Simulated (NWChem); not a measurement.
System: CH₄MgS₂; SMILES C[S][Mg][SH]

```xyz
8

Mg     0.2539    -0.4607    -0.0237
S     -0.1193    -2.7520    -0.0502
H     -0.0910    -2.8161     1.3133
S      0.6181     1.8274    -0.0083
C     -1.0998     2.5132    -0.0105
H     -1.6572     2.2442    -0.9284
H     -1.0000     3.6151     0.0183
H     -1.6795     2.1995     0.8789
```
Atoms are numbered in this order, from 1.

Program: NWChem. Pople sets run with spherical d functions. Geometry: optimised at PBE-D3(BJ)/def2-SVP. Ions are spin-unrestricted doublets at the neutral geometry. Hybrids' shares of exact exchange are those that their runs print; pure functionals count as 0. The functionals differ in more than this share.

```
row                   share of exact exchange  ΔSCF ionisation energy minus −ε(HOMO) (eV)
--------------------  -----------------------  ------------------------------------------
PBE/6-31+G*                              0.00                                        2.80
B3LYP/6-31+G*                            0.20                                    withheld
BHandHLYP/6-31+G*                        0.50                                        1.01
Hartree-Fock/6-31+G*                     1.00                                       -1.55
```

### Question
Fit a straight line of the last column on the one before it, predict the withheld value, and compare with the run.

### Answer

1. Means of the 3 shown rows: x = 0.500, y = 0.753. Slope Σ(x − x̄)(y − ȳ)/Σ(x − x̄)² = -2.175/0.5000 = -4.350; intercept 2.928.
2. The shown rows scatter about the line by 0.181 (root mean square); the largest residual is +0.26, at BHandHLYP/6-31+G*.
3. At x = 0.20 (B3LYP/6-31+G*; inside the shown range) the line gives 2.06.
4. The run gives 2.18, +0.12 from the line, 0.7 times the scatter. The line crosses zero at a share of 0.67.
